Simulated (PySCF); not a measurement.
Molecule: C4H9NOSi2, SMILES N[SiH2][SiH2]c1ccco1. Atoms near the plane z = 1.0 Å, at the GFN2-xTB optimised geometry (x, y, z in Å): Si2 (2.1, -1.7, 0.0), Si3 (-0.2, -1.7, 0.0), C4 (-0.9, 0.1, 0.0), C5 (-1.9, 0.7, 0.6), C6 (-1.9, 2.1, 0.2), H11 (2.7, -3.0, -0.2), H12 (2.6, -1.2, 1.3), H14 (-0.9, -2.3, 1.2), H15 (-2.7, 0.2, 1.2), H16 (-2.5, 2.9, 0.5).

Method: PySCF with B3LYP/def2-SVP. The values are rescaled to run from 0 to 1.

```
|1111111111111111111111111111111|
|1111111111111111111111111111111|
|1111111111111111111111111111111|
|1111111111111111111111111111111|
|1111110000001111111111111111111|
|1111100000000111111111111111111|
|1111100000000011111111111111111|
|1111100001000011111111111111111|
|1111100011000001111111111111111|
|1111100000000000111111111111111|
|1111100000000000011111111111111|
|1111100001210000011111111111111|
|1111000000100000011111111111111|
|1111000145101000001111111111111|
|1111000298111100000000011111111|
|1111000143000000000000000111111|
|1111000000000000000000100011111|
|1111100000000000000012211001111|
|1111110000000000000014631001111|
|1111111100001100000025731001111|
|1111111100013431000002311001111|
|1111111110014841000000000001111|
|1111111110012431000000000001111|
|1111111111001110000000000011111|
|1111111111000000000000000111111|
|1111111111110000000000001111111|
|1111111111111111111111111111111|
|1111111111111111111111111111111|
|1111111111111111111111111111111|
|1111111111111111111111111111111|
|1111111111111111111111111111111|
```
Scale: ten equal steps from 0.000 (start of '0') to 1.00 (end of '9'), in the order '0123456789'; x runs from -5.50 to 5.50, y from -5.50 (bottom) to 5.50 (top).

Question: Which quantity is mapped?
(A) an orbital amplitude
(B) deformation density (molecule minus spherical neutral atoms)
(C) Laplacian of the electron density
(D) electrostatic potential

Answer: B, deformation density (molecule minus spherical neutral atoms). In full: deformation density (molecule minus spherical neutral atoms) (e/bohr³).
